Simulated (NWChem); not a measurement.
Molecule: CdHSBr; SMILES [SH][Cd][Br]

```xyz
4

Cd     0.3524     0.4404    -0.0018
Br    -0.2599    -1.8956     0.0009
S      0.9656     2.6998    -0.0037
H     -0.3175     3.1271    -0.0172
```
Atoms are numbered in this order, from 1.

Level: PBE0/def2-SVP with def2 effective core potentials on Cd (NWChem), optimised geometry, unscaled harmonic frequencies. This build's default masses of Se (78.918 u) and Br (79.917 u) are each other's, which moves their modes by up to 0.6 %. def2 effective core potentials on Cd; no spin-orbit coupling.

**Question.** List the harmonic frequencies with IR intensities, and the thermochemistry.

**Answer.** 
| frequency (cm⁻¹) | IR intensity (km/mol) |
|---|---|
| 75 | 6.5 |
| 77 | 6.7 |
| 243 | 6.4 |
| 378 | 32.7 |
| 651 | 4.1 |
| 2705 | 1.1 |

```yaml
zero_point_energy: 5.9 kcal/mol
thermal correction to the enthalpy at 298.15 K (with zero-point energy): 9.9 kcal/mol
heat capacity Cv: 14.1 cal/(mol K)
entropy at 298.15 K and 1 atm (symmetry number 1): 78.2 cal/(mol K)
```

Rigid rotor and harmonic oscillator; modes under 100 cm⁻¹ make the entropy uncertain.
